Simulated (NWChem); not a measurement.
Species: CH3FN2OSi; SMILES N#CO[Si@H](N)F

```xyz
9

N      0.6465     2.9111     0.2837
C      0.0956     1.8891     0.2626
O     -0.5514     0.7854     0.2599
Si    -0.1208    -0.6916    -0.4773
N     -1.1543    -1.8657     0.1387
F      1.4245    -0.8621    -0.0513
H     -0.2228    -0.5886    -1.9428
H     -1.2903    -2.0522     1.1248
H     -1.6723    -2.4924    -0.4634
```
Atoms are numbered in this order, from 1.

All runs: NWChem. Pople sets run with spherical d functions. All runs use the structure optimised with PBE0/def2-SVP. Atomic charges in e: unrestrained fits to the electrostatic potential beside Mulliken populations; buried atoms are poorly determined by the fit.

For level Hartree-Fock/6-31G*:

```
Item          Value
------------  -----
Mulliken N1   -0.40
Mulliken C2    0.59
Mulliken O3   -0.74
ESP Si4        1.31
Mulliken Si4   1.46
ESP N5        -1.15
Mulliken N5   -1.07
```

Q: What are these values for level B3LYP/def2-SVP?

A: 
- Mulliken N1: -0.01
- Mulliken C2: -0.02
- Mulliken O3: -0.36
- ESP Si4: 1.12
- Mulliken Si4: 0.88
- ESP N5: -0.95
- Mulliken N5: -0.34
